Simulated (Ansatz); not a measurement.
CH4ClNOSi, SMILES `O/C=N/[SiH2]Cl`, relaxed with RKS PBE-D4/def2-SVP in the Gaussian-basis code of Ansatz from a rough embedded geometry. The force threshold is 0.03 eV/Å; the program also tests the step.

Charge 0, multiplicity 1.

Start:

```xyz
9

O    -1.248   -1.069   -1.754
C    -0.663   -0.233   -0.873
N     0.271   -0.678   -0.087
Si    0.818    0.494    0.962
Cl   -0.516    1.046    2.371
H    -0.766   -1.982   -1.570
H    -1.129    0.766   -0.985
H     2.031   -0.060    1.680
H     1.202    1.716    0.257
```

(1) How much energy does the relaxation release, and in how many steps? (Best estimate.)

(2) Which bonds change most? (An estimate is asked.)

(3) Give the relaxed structure. (Best estimate.)

## Answers

(1) The calculation gave: 0.53 eV, in 21 steps, 2 of them rejected.

(2) Ansatz gave: Si4–Cl5 from 2.017 to 2.101 Å; N3–Si4 from 1.665 to 1.732 Å; O1–H6 from 1.048 to 0.984 Å; Si4–H9 from 1.461 to 1.498 Å.

(3) Computed: 
```xyz
9

O    -1.260   -1.199   -1.778
C    -0.879   -0.445   -0.736
N     0.335   -0.333   -0.364
Si    0.966    0.599    0.952
Cl   -0.540    1.635    1.988
H    -0.435   -1.597   -2.137
H    -1.762    0.047   -0.271
H     1.643   -0.317    1.926
H     1.933    1.612    0.419
```
